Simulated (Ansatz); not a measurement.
C4H12Ge, charge -1, doublet, at the geometry of the source list (a state made from the parent by changing its charge; the spin is typed, not shown lowest) (a gas-phase anion, which may not be bound at this level). Base run: HF/STO-3G run with Ansatz (a quantum-chemistry and plane-wave program).

The Ansatz input:
Ansatz 0.2 input:
```yaml
crystal:
  periodic: [false, false, false]
  atoms:
    - {symbol: Ge, position_ang: [1.85720000, 0.92320000, -0.02010000]}
    - {symbol: C, position_ang: [0.55550000, -0.11330000, 1.04580000]}
    - {symbol: C, position_ang: [-0.77790000, -0.43900000, 0.37320000]}
    - {symbol: C, position_ang: [-0.59960000, -1.50680000, -0.70060000]}
    - {symbol: C, position_ang: [-1.40340000, 0.81520000, -0.22470000]}
    - {symbol: H, position_ang: [3.17210000, 0.94820000, 0.69370000]}
    - {symbol: H, position_ang: [2.12600000, 0.36860000, -1.38440000]}
    - {symbol: H, position_ang: [1.44780000, 2.34930000, -0.20180000]}
    - {symbol: H, position_ang: [0.36660000, 0.46060000, 1.95700000]}
    - {symbol: H, position_ang: [1.03610000, -1.04230000, 1.36100000]}
    - {symbol: H, position_ang: [-1.45630000, -0.83560000, 1.14090000]}
    - {symbol: H, position_ang: [0.12200000, -1.17200000, -1.44360000]}
    - {symbol: H, position_ang: [-1.54410000, -1.70630000, -1.20110000]}
    - {symbol: H, position_ang: [-0.23900000, -2.43650000, -0.26390000]}
    - {symbol: H, position_ang: [-0.82780000, 1.13540000, -1.09430000]}
    - {symbol: H, position_ang: [-1.40790000, 1.62390000, 0.50350000]}
    - {symbol: H, position_ang: [-2.42730000, 0.62740000, -0.54060000]}
basis:
  gaussian:
    orbitals: STO-3G
hamiltonian:
  xc: hf
total_charge: -1
magnetization: {spin_polarized: true, initial_magnetization: 1}
```

The bond that is stretched is that between atoms 8 and 1. A test that says stable can miss a lower solution.

Each row names what was changed in the base input (with any setting that the change needs).

| change | ΔE vs base (mEh) | <S^2> | stability test says |
|---|---|---|---|
| base | 0.000 | 0.757 | minimum |
| spin_polarized = on; lower_state_search = off | 0.000 | 0.757 | undecided (no full test) |
| spin_polarized = on; lower_state_search = standard | 0.000 | 0.757 | minimum |
| bond × 1.25 | -44.951 | 0.755 | minimum |
| spin_polarized = on; lower_state_search = off; bond × 1.25 | -44.951 | 0.755 | undecided (no full test) |
| spin_polarized = on; lower_state_search = standard; bond × 1.25 | -44.951 | 0.755 | minimum |
| bond × 1.5 | -84.472 | 0.751 | minimum |
| spin_polarized = on; lower_state_search = off; bond × 1.5 | -84.472 | 0.751 | undecided (no full test) |
| spin_polarized = on; lower_state_search = standard; bond × 1.5 | -84.472 | 0.751 | minimum |
| bond × 1.8 | -86.686 | 0.750 | minimum |
| spin_polarized = on; lower_state_search = off; bond × 1.8 | -86.686 | 0.750 | undecided (no full test) |
| spin_polarized = on; lower_state_search = standard; bond × 1.8 | -86.686 | 0.750 | minimum |
| bond × 2.2 | -77.571 | 0.750 | minimum |
| spin_polarized = on; lower_state_search = off; bond × 2.2 | -77.571 | 0.750 | undecided (no full test) |
| spin_polarized = on; lower_state_search = standard; bond × 2.2 | -77.571 | 0.750 | minimum |
| bond × 3.0 | -74.225 | 0.750 | minimum |
| spin_polarized = on; lower_state_search = off; bond × 3.0 | -74.225 | 0.750 | undecided (no full test) |
| spin_polarized = on; lower_state_search = standard; bond × 3.0 | -74.225 | 0.750 | minimum |

A gas-phase anion may not be bound at this level; its values then depend on the basis.

On stretching, the SCF can end on different states; <S^2> shows the spin contamination of each.
